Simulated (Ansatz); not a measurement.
```json
{"atom": "C", "x (Å)": "-0.0191", "y (Å)": "-0.0155", "z (Å)": "-0.6165"}
{"atom": "C", "x (Å)": "0.0037", "y (Å)": "0.0045", "z (Å)": "0.7217"}
{"atom": "H", "x (Å)": "0.0193", "y (Å)": "0.7334", "z (Å)": "1.5278"}
{"atom": "H", "x (Å)": "-0.0184", "y (Å)": "-1.0166", "z (Å)": "-1.2001"}
{"atom": "H", "x (Å)": "-0.0338", "y (Å)": "0.8589", "z (Å)": "-1.2028"}
```

Basis set: aug-cc-pVDZ (spherical functions). Left uncorrelated: 2 orbitals. Charge 0, multiplicity 2.

Computed with Ansatz (development build ahead of 0.2.0); each method stands on the lowest determinant of its kind that the runs found.

Question: Give the atomization energy at this shape (free ground-state atoms in the same class of orbitals less the molecule, no zero-point energy) of doublet C2H3 by UHF-MP2, UHF.

Answer:

| method | atomization energy |
| --- | --- |
| UHF-MP2 | 17.77 eV |
| UHF | 14.24 eV |

Caution: the unrestricted determinant is spin contaminated.
